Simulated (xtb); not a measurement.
H₆AgN₂, charge +2, quartet, at a GFN2-xTB geometry of the parent state (such geometries of metal compounds can be far from the true shape) (a state made from the parent by changing its charge; the spin is typed, not shown lowest); GFN2-xTB run with xtb 6.7.1.

Here is a job for xtb.
```
$ xtb mol.xyz --gfn 2 --chrg 2 --uhf 3 --json

# file mol.xyz
9

Ag    -0.00000000    -0.00000000     0.00000000
N     -1.24067725    -0.67082294     1.77286030
H     -1.65718678     0.11188149     2.27566513
H     -0.69325101    -1.19150804     2.45706103
H     -2.01203145    -1.27912100     1.50100505
N      1.24067725     0.67082294    -1.77286030
H      0.99615131     1.60911881    -2.08706888
H      1.12783478     0.06007285    -2.58104964
H      2.23848315     0.68955590    -1.56561269
```

What does xtb print? Leave out banner, timings and long lists.


```
   ID    Z sym.   atoms
    1   47 Ag     1
    2    7 N      2, 6
    3    1 H      3-5, 7-9

           -------------------------------------------------
          |                Calculation Setup                |
           -------------------------------------------------

           -------------------------------------------------
          |                 G F N 2 - x T B                 |
           -------------------------------------------------

          ...................................................
          :                      SETUP                      :
          :.................................................:
          :  # basis functions                  24          :
          :  # atomic orbitals                  23          :
          :  # shells                           13          :
          :  # electrons                        25          :
          :  max. iterations                   250          :
          :  Hamiltonian                  GFN2-xTB          :
          :  restarted?                      false          :
          :  GBSA solvation                  false          :
          :  PC potential                    false          :
          :  electronic temp.          300.0000000     K    :
          :  accuracy                    1.0000000          :
          :  -> integral cutoff          0.2500000E+02      :
          :  -> integral neglect         0.1000000E-07      :
          :  -> SCF convergence          0.1000000E-05 Eh   :
          :  -> wf. convergence          0.1000000E-03 e    :
          :  Broyden damping             0.4000000          :
          :  net charge                          2          :
          :  unpaired electrons                  3          :
          ...................................................

 iter      E             dE          RMSdq      gap      omega  full diag
   1    -11.3275963 -0.113276E+02  0.112E+01    2.17       0.0  T
   2    -11.3360047 -0.840838E-02  0.625E+00    3.18       1.0  T
   3    -11.4247059 -0.887013E-01  0.747E+00    2.41       1.0  T
   4    -11.4595713 -0.348653E-01  0.392E+00    2.77       1.0  T
   5    -11.4776294 -0.180581E-01  0.284E+00    2.57       1.0  T
   6    -11.4430264  0.346030E-01  0.345E+00    2.87       1.0  T
   7    -11.4619144 -0.188880E-01  0.306E+00    2.82       1.0  T
   8    -11.5442527 -0.823383E-01  0.358E-01    2.78       1.0  T
   9    -11.5255426  0.187101E-01  0.156E+00    2.76       1.0  T
[...]
         :: total energy             -11.436797726678 Eh    ::
[...]
     2   7 N        3.257    -0.222    25.840     7.550
     3   1 H        0.860     0.319     0.659     1.272
     4   1 H        0.860     0.319     0.659     1.272
     5   1 H        0.860     0.319     0.659     1.272
     6   7 N        3.257    -0.222    25.840     7.550
     7   1 H        0.860     0.319     0.659     1.272
     8   1 H        0.860     0.319     0.659     1.272
     9   1 H        0.860     0.319     0.659     1.272

 Mol. C6AA /au·bohr⁶  :        918.245320
 Mol. C8AA /au·bohr⁸  :      43849.997482
 Mol. α(0) /au        :         54.771007

Wiberg/Mayer (AO) data.
largest (>0.10) Wiberg bond orders for each atom

 ---------------------------------------------------------------------------
     #   Z sym  total        # sym  WBO       # sym  WBO       # sym  WBO
 ---------------------------------------------------------------------------
     1  47 Ag   1.329 --     2 N    0.542     6 N    0.542
     2   7 N    3.123 --     4 H    0.848     3 H    0.848     5 H    0.848
                             1 Ag   0.542
     3   1 H    0.893 --     2 N    0.848
     4   1 H    0.893 --     2 N    0.848
     5   1 H    0.893 --     2 N    0.848
     6   7 N    3.123 --     9 H    0.848     8 H    0.848     7 H    0.848
                             1 Ag   0.542
     7   1 H    0.893 --     6 N    0.848
     8   1 H    0.893 --     6 N    0.848
     9   1 H    0.893 --     6 N    0.848
 ---------------------------------------------------------------------------

Topologies differ in total number of bonds
Writing topology from bond orders to xtbtopo.mol

molecular dipole:
                 x           y           z       tot (Debye)
 q only:       -0.000       0.000       0.000
   full:       -0.000       0.000      -0.000       0.000
molecular quadrupole (traceless):
                xx          xy          yy          xz          yz          zz
 q only:       -1.855       9.003     -13.638     -23.793     -12.865      15.493
  q+dip:       -1.996       9.687     -14.674     -25.601     -13.842      16.670
   full:       -1.817       8.819     -13.359     -23.306     -12.602      15.176

           -------------------------------------------------
          | TOTAL ENERGY              -11.436797726678 Eh   |
          | GRADIENT NORM               0.087985272378 Eh/α |
          | HOMO-LUMO GAP               2.778201985596 eV   |
           -------------------------------------------------

normal termination of xtb
```
